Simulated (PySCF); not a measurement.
# Bond lengths and vibrations by method: BClGeHO

Calculated results; nothing here was measured. The program is PySCF 2.14.0, an open-source quantum chemistry code, run on an isolated molecule that a program drew, which may never have been made. The molecule is BClGeHO (charge 0, doublet), drawn as the SMILES string `O=[B][GeH][Cl]`.

The geometry was optimised and harmonic frequencies were computed with HF and MP2, all in the cc-pV(D+d)Z basis, for the commonest isotopes, with a restricted reference for singlets and an unrestricted one otherwise, and a frozen core in MP2. Germanium has the cc-pVDZ-PP basis, with a core potential (ECP10MDF) in place of its 10 inner electrons, and its 3s, 3p and 3d shells are frozen in MP2. Each result is a local minimum of its method.

Geometry at the HF minimum:
```xyz
5
BClGeHO, angstrom
O    -0.0834   -1.5251    1.6615
B    -0.2976   -0.8658    0.7008
Ge   -0.6922    0.1732   -1.0362
Cl   -2.0908    1.7542   -0.5559
H     0.5604    0.8116   -1.6300
```

Lengths of the bonds as drawn, in Å (atoms numbered as above):
```
bond,HF,MP2
O1-B2,1.185,1.221
B2-Ge3,2.062,2.053
Ge3-Cl4,2.165,2.165
Ge3-H5,1.526,1.536
```

Rotational constants, in GHz:
| constant | HF | MP2 |
|---|---|---|
| A | 6.911 | 6.927 |
| B | 1.986 | 1.964 |
| C | 1.557 | 1.544 |

Harmonic frequencies in cm^-1, each column in rising order, so a row needn't be the same motion in every method:
| rank | HF | MP2 |
|---|---|---|
| 1 | 102 | 94 |
| 2 | 301 | 272 |
| 3 | 382 | 349 |
| 4 | 419 | 409 |
| 5 | 448 | 444 |
| 6 | 608 | 568 |
| 7 | 739 | 702 |
| 8 | 2140 | ? |
| 9 | 2238 | 2174 |

**Estimate the missing MP2 frequency from the HF column.**

A single factor s that minimises the squared misfit of MP2 against s times HF over the other rows is sum(HF x MP2) / sum(HF^2) = 0.9659, with an rms misfit of 14 cm^-1. For rank 8 it gives 0.9659 x 2140 = 2067 cm^-1. The calculation gives 1910 cm^-1, 157 cm^-1 below the estimate. The drawn bonds are on average 0.8 % longer in MP2 than in HF.
